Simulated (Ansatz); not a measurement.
`[AlH2][CH2]CI` and `C[CH2][AlH2]` differ in one atom or group.

Ansatz, PBE0-D4/def2-TZVP geometries, multiplicity 1. Each molecule was computed in one conformer, which needn't be the lowest.

Elements past krypton have def2 core potentials.

| property | `[AlH2][CH2]CI` |
| --- | --- |
| LUMO energy (B3LYP/def2-TZVPP) / eV | -1.94 |
| LUMO energy (PBE/def2-TZVPP) / eV | -2.49 |
| HOMO energy (PBE0/def2-TZVPP) / eV | -7.04 |
| HOMO energy (PBE/def2-TZVPP) / eV | -5.92 |
| HOMO–LUMO gap (PBE/def2-TZVPP) / eV | 3.43 |
| LUMO energy (ωB97M-V/def2-TZVPP) / eV | -0.13 |

Give the same properties after the change, and the shifts. (Estimate.)

Ansatz gave: 
```tsv
property	`C[CH2][AlH2]`	shift
LUMO energy (B3LYP/def2-TZVPP) / eV	-1.53	0.41
LUMO energy (PBE/def2-TZVPP) / eV	-2.08	0.41
HOMO energy (PBE0/def2-TZVPP) / eV	-7.54	-0.50
HOMO energy (PBE/def2-TZVPP) / eV	-6.30	-0.38
HOMO–LUMO gap (PBE/def2-TZVPP) / eV	4.22	0.79
LUMO energy (ωB97M-V/def2-TZVPP) / eV	0.26	0.39
```

With PBE0 the HOMO falls by 0.50 eV and the LUMO rises by 0.41 eV, so the gap widens by about 0.91 eV. PBE moves the HOMO by -0.38 eV and ωB97M-V by -0.57 eV.

B3LYP here is the variant with VWN-RPA as its local correlation; programs differ in this.

Spin–orbit coupling is left out; it splits and shifts lone-pair levels of the heavy atoms by tenths of an eV.
